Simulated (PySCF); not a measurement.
**RuCl2 at several levels of theory**

All levels use the PBE0 minimum (quintet; Ru–Cl 2.255 Å (×2); Cl–Ru–Cl 180.0°), basis [Ru def2-SVP with ECP28, Cl def2-SVP], scalar-relativistic core potentials, density fitting, no spin–orbit coupling, PySCF. For vertical energies the ionised species is a sextet (spins chosen at PBE0 and kept) and the electron-attached one a quartet. Atomisation goes to high-spin ground-configuration atoms, without zero-point energy. Open shells are unrestricted, also as the reference of the correlated levels. A dash marks a value that was not computed or is not defined at that level.

```json
{"level": "PBE0", "atomisation (kJ/mol)": "745", "vertical IP (eV)": "9.90", "vertical EA (eV)": "2.22", "−ε(HOMO) (eV)": "7.83"}
{"level": "HF", "atomisation (kJ/mol)": "540", "vertical IP (eV)": "9.74", "vertical EA (eV)": "1.06", "−ε(HOMO) (eV)": "11.57"}
{"level": "MP2", "atomisation (kJ/mol)": "–", "vertical IP (eV)": "9.52", "vertical EA (eV)": "2.08", "−ε(HOMO) (eV)": "–"}
{"level": "PBE", "atomisation (kJ/mol)": "792", "vertical IP (eV)": "9.54", "vertical EA (eV)": "2.14", "−ε(HOMO) (eV)": "5.84"}
```

Without diffuse functions attachment energies tend to come out too low.

With open d or f shells other occupations or spin states may lie lower.
